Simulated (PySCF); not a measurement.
A calculated (revPBE, PySCF 2.14, cc-pVDZ-X2C, the spin-free X2C one-electron Hamiltonian (Gaussian nucleus)) atom or ion has these occupied shells.

| shell | electrons | orbital energy (eV) | rms radius, mean of both spins (bohr) |
| --- | --- | --- | --- |
| 1s β | 1 | -63048.7 | 0.0219 |
| 1s α | 1 | -63048.7 | 0.0219 |
| 2s α | 1 | -10737.5 | 0.0885 |
| 2s β | 1 | -10737.4 | 0.0885 |
| 2p α | 3 | -9474.4 | 0.0801 |
| 2p β | 3 | -9474.4 | 0.0801 |
| 3s β | 1 | -2438.2 | 0.227 |
| 3s α | 1 | -2438.2 | 0.227 |
| 3p β | 3 | -2057.1 | 0.228 |
| 3p α | 3 | -2057.1 | 0.228 |
| 3d α | 5 | -1586.8 | 0.208 |
| 3d β | 5 | -1586.7 | 0.208 |
| 4s α | 1 | -488.41 | 0.508 |
| 4s β | 1 | -488.40 | 0.508 |
| 4p α | 3 | -362.68 | 0.541 |
| 4p β | 3 | -362.68 | 0.541 |
| 4d α | 5 | -195.53 | 0.591 |
| 4d β | 5 | -195.52 | 0.591 |
| 5s α | 1 | -65.487 | 1.25 |
| 5s β | 1 | -65.001 | 1.25 |
| 5p α | 3 | -36.743 | 1.50 |
| 5p β | 3 | -35.989 | 1.50 |
| 4f α | 7 | -13.789 | 0.838 |
| 4f β | 7 | -13.668 | 0.838 |
| 5d α | 2 | -7.608 | 2.94 |

Name the element and its charge.

Lu⁺ (lutetium, charge +1), in [Xe] 4f14 5d2, high-spin 3F determinant (an excited configuration).
